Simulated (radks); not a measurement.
The boron anion B- inside a hard spherical wall (all orbitals vanish at R), configuration held at [He] 2s2 2p2 and not refilled when levels cross. Method: scalar-relativistic Kohn-Sham, LDA (Slater exchange, VWN5 correlation), spin-unpolarised, spherical densities, finite nucleus; Fermi nuclear charge, rms radius 2.406 fm; computed with a radial shooting solver on a logarithmic mesh with Libxc functionals. Eigenvalues in eV, with the zero of energy where the potential of the charges vanishes at infinity; a dash marks a level that is unbound or too diffuse for the functional's potential to be trusted. A positive occupied level is held by the wall or, in an anion where self-interaction has pushed it up, behind a barrier. The pressure on the wall is -dE/dV.

R (bohr)  E (hartree)  kinetic (hartree)    e(1s)   e(2s)   e(2p)  e(3s, empty)  e(3p, empty)  pressure (GPa)
20          -24.37194             24.200  -172.53  -3.773   1.482         1.691         2.013         0.00252
8           -24.34483             24.251  -169.88  -1.652   3.540         6.829         8.868           0.428
3.5         -23.71088             26.010  -153.98   9.326  16.083        48.374        49.135             137
3           -23.20156             27.205  -146.79  15.631  22.673        71.366        69.079             366
2.5         -22.15751             29.430  -135.84  27.363  34.018        112.44        103.15            1120
2           -19.77744             34.050  -118.33  52.298  55.592        194.10        167.62            4250
